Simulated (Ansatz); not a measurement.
Clusters of 4 atoms, alloy: PBE0-D4/def2-SVP single points in Ansatz on relaxed structures, gas phase. Each cluster is the lowest isomer that a short search found in that spin, judged at the geometry's level, and lower ones may exist. Core potentials for Ag, Au, Bi, Hf, Pd, Te, no spin–orbit coupling. HOMO and LUMO are taken over both spins. Binding counts from free atoms in the multiplicity of their measured ground term, without zero-point energy. Singlets are spin-restricted. A dash marks a value that wasn't run or was left out as unsound. The structures are stationary points that may keep the symmetry of their start. Remarks come from the PBE and PBE0 runs and from stability tests at other levels; not every state was tested.

| species | atoms | state | geometry | HOMO (eV) | LUMO (eV) | gap (eV) | binding per atom (eV) | point group (within 0.1 Å) | remarks |
| --- | --- | --- | --- | --- | --- | --- | --- | --- | --- |
| ZnCu3 | 4 | doublet | B3LYP-D4/def2-SVP | -4.14 | -2.22 | 1.92 | 1.24 | C2v | – |
| Cu2Te2 | 4 | singlet | PBE-D4/def2-SVP | -6.03 | -4.06 | 1.98 | – | C2v | triplet 0.06 eV lower at PBE0-D4/def2-TZVP (not tabulated), restricted SCF unstable, restricted, untested |
| Hf2Si2 | 4 | singlet | PBE-D4/def2-SVP | -4.80 | -2.48 | 2.33 | 2.93 | – | – |
| K3Bi⁺ | 4 | doublet | PBE0-D4/def2-TZVP | -6.35 | -4.11 | 2.24 | – | – | – |
| Ag3Au | 4 | singlet | B3LYP-D4/def2-SVP | -5.35 | -2.82 | 2.53 | 1.24 | C2v | – |

**Question.** Estimate the rows for Ag3Pd (doublet, r2SCAN-D4/def2-SVP geometry); PdAu3 (doublet, r2SCAN-D4/def2-SVP geometry).

**Answer.** 
```json
{"species": "Ag3Pd", "atoms": "4", "state": "doublet", "geometry": "r2SCAN-D4/def2-SVP", "HOMO (eV)": "-4.73", "LUMO (eV)": "-3.03", "gap (eV)": "1.70", "binding per atom (eV)": "1.12", "point group (within 0.1 Å)": "Cs"}
{"species": "PdAu3", "atoms": "4", "state": "doublet", "geometry": "r2SCAN-D4/def2-SVP", "HOMO (eV)": "-5.96", "LUMO (eV)": "-3.79", "gap (eV)": "2.18", "binding per atom (eV)": "1.35", "point group (within 0.1 Å)": "C2v"}
```

The gap (eV) runs from 1.70 (Ag3Pd) to 2.53 (Ag3Au).
